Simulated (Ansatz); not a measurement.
The first iterations of a band of CH$_{4}$NSb (7 atoms, charge 0, multiplicity 1).

Level of theory: RKS B3LYP-D4/def2-SVP in Ansatz.

```json
{
 "movable images": "9",
 "climbing image": "yes",
 "spring": "5.0 eV/Å²",
 "optimiser": "quadratic models (default)",
 "start path": "through a guess of the saddle point",
 "force threshold": "0.05 eV/Å",
 "iteration limit": "42",
 "end points": "relaxed"
}
```

Initial state:

```xyz
7
Properties=species:S:1:pos:R:3
C -0.896 -0.529 -0.776
N -0.718 -0.502 0.476
Sb 1.173 -0.049 1.289
H -1.892 -0.810 -1.173
H -0.138 -0.286 -1.552
H 0.633 1.481 1.872
H 1.839 0.694 -0.136
```

Final state:

```xyz
7
Properties=species:S:1:pos:R:3
C -0.979 -0.114 -1.305
N -0.714 -0.630 -0.155
Sb 0.823 -0.134 1.394
H -1.290 -1.418 0.147
H -0.289 0.732 -1.524
H 0.427 1.538 1.274
H 2.023 0.025 0.169
```

| iteration | highest image above the first end (eV) | largest band force component (eV/Å) |
| --- | --- | --- |
| 1 | 3.505 | 5.721 |
| 2 | 3.295 | 3.079 |
| 3 | 3.158 | 2.930 |
| 4 | 3.320 | 3.700 |
| 5 | 3.293 | 2.146 |
| 6 | 3.286 | 1.248 |
| 7 | 3.260 | 0.712 |
| 8 | 3.253 | 0.564 |
| 9 | 3.254 | 0.300 |
| 10 | 3.253 | 1.540 |

Task: Does the band converge within its limit, and where does its top end?

Result: The forces met the threshold. It ended after 32 iterations with the highest image 3.218 eV above the first end. Neighbouring images differ by up to 1.7 eV, so the band resolves the path poorly. A vibrational analysis at the climbing image gives one clearly imaginary mode, 1927i cm⁻¹: a first-order saddle point. The orbitals stay closed-shell, which can raise the energy where a bond breaks towards radicals; this wasn't checked here.

Run time: 11 min on 1 thread of Intel(R) Xeon(R) Platinum 8488C (Sapphire Rapids), on a shared host, peak memory 0.24 GiB.
